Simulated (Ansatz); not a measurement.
`FC1=C[Se]1` + H₂ → `C1=C[Se]1` + H–F at 700 K and 1 bar (hydrogenolysis of a C–F bond).

Calculated with Ansatz (gas phase, PBE0-D4/def2-TZVP geometries, no zero-point term in ΔE). CBS: MP2 limit from def2 TZ/QZ plus the TZ coupled-cluster correction, frozen cores. This one scheme is used for every species. For Se outer-core shells are correlated without core-valence functions, which leaves a few kJ/mol of doubt a bond. Scalar relativity is left out up to krypton.

```csv
species,CCSD(T)/CBS energy (Eh),H − E (kJ/mol),S (J/(mol·K))
`FC1=C[Se]1`,-2577.08007,102.2,357.8
H₂,-1.17544,46.8,155.3
`C1=C[Se]1`,-2477.91098,115.2,324.0
H–F,-100.39570,45.2,198.5
```

H − E and S are ideal-gas, rigid-rotor, harmonic terms from PBE0-D4/def2-TZVP. The MP2-based limit puts H₂ 0.8 mEh under its directly extrapolated value; such offsets cancel only in part. 1 Eh = 2625.50 kJ/mol, R = 8.31446 J/(mol·K).

Problem. By hand: ΔE, ΔH, ΔS and ΔG.

Solution. ΔE = (-2477.91098) + (-100.39570) − (-2577.08007) − (-1.17544) = -0.05117 Eh = -134.3 kJ/mol. Δ(H − E) = 115.2 + 45.2 − 102.2 − 46.8 = 11.4, so ΔH = -122.9 kJ/mol. ΔS = 324.0 + 198.5 − 357.8 − 155.3 = 9.4 J/(mol·K). ΔG = -122.9 − 700 × (9.4)/1000 = -129.5 kJ/mol.

Problem. By hand: the equilibrium constant, and the temperature at which ΔG would vanish if ΔH and ΔS stayed fixed.

Solution. log₁₀ K = −ΔG/(RT ln 10) = 9.7. ΔH and −TΔS have one sign here, so there is no such temperature.

The number of gas molecules stays the same, so ΔS is small and ΔH decides. A doubt of 5 kJ/mol in ΔE shifts log₁₀ K by 0.4 here. These are equilibria of isolated gas molecules and say nothing of rates. Largest T1 diagnostic: 0.012 (customary marks: 0.02 for closed shells, 0.045 for open ones).
